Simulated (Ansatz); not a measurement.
Reaction (hydrogenolysis of the Si–N bond): `C[SiH](Cl)[NH][AlH2]` + H₂ → `C[SiH2]Cl` + `[NH2][AlH2]`

Gas-phase electronic energies from Ansatz, PBE0-D4/def2-TZVP geometries. CCSD(T)/CBS adds triple-zeta CCSD(T) − MP2 to the extrapolated MP2 energy (def2 sets, frozen cores). This one scheme is used for every species. DFT in def2-TZVPP. B3LYP here is the variant with VWN-RPA as its local correlation; programs differ in this. One conformer a species, not always the lowest.

`C[SiH](Cl)[NH][AlH2]`:

```xyz
12

C    -1.744    1.089   -0.307
Si   -0.251    0.454    0.595
Cl   -0.873    0.006    2.524
N     0.453   -0.913   -0.156
Al    2.184   -1.278   -0.415
H    -2.172    1.949    0.212
H    -1.474    1.392   -1.322
H    -2.514    0.317   -0.370
H     0.813    1.476    0.730
H    -0.204   -1.637   -0.422
H     2.539   -2.664   -1.091
H     3.243   -0.191    0.021
```

H₂:

```xyz
2

H     0.276   -0.169    0.185
H    -0.276    0.169   -0.185
```

`C[SiH2]Cl`:

Cartesian coordinates in Å:
```
C -0.956 -0.310 0.108
Si 0.795 0.213 -0.222
Cl 1.590 1.082 1.471
H -1.384 -0.770 -0.787
H -1.571 0.549 0.382
H -0.996 -1.038 0.922
H 0.867 1.221 -1.308
H 1.655 -0.946 -0.566
```

`[NH2][AlH2]`:

```xyz
6

N    -0.486    0.068   -0.799
Al    0.429   -0.060    0.706
H    -0.482   -0.619   -1.536
H    -1.087    0.838   -1.044
H     1.326   -1.348    0.920
H     0.300    1.120    1.754
```

```csv
level,ΔE (kJ/mol),difference from CCSD(T)/CBS
PBE-D4,49.5,-4.9
r2SCAN-D4,54.5,0.1
PBE0-D4,49.5,-4.9
B3LYP-D4,52.3,-2.1
ωB97X-V,49.4,-5.0
ωB97M-V,52.9,-1.5
B2PLYP,46.6,-7.8
r2SCAN,51.8,-2.6
PBE0,41.2,-13.2
B3LYP,37.6,-16.8
HF/def2-TZVPP,33.7,-20.7
MP2/def2-TZVPP,60.3,5.9
SCS-MP2/def2-TZVPP,53.6,-0.8
HF/def2-QZVPP,34.1,-20.3
MP2/CBS(def2),61.7,7.3
CCSD/CBS(def2),49.8,-4.6
CCSD(T)/CBS,54.4,0
```

Largest T1 diagnostic among the species: 0.011.

The D4 term adds +14.7 kJ/mol with B3LYP and +8.3 kJ/mol with PBE0; it sums over pairs of atoms, weighted by their polarisabilities, and B3LYP, whose exchange is more repulsive, gets the larger term. In def2-TZVPP, CCSD(T) changes the Hartree–Fock value by +19.3 kJ/mol (the triples alone add +4.6 kJ/mol) and MP2 by +26.6 kJ/mol.
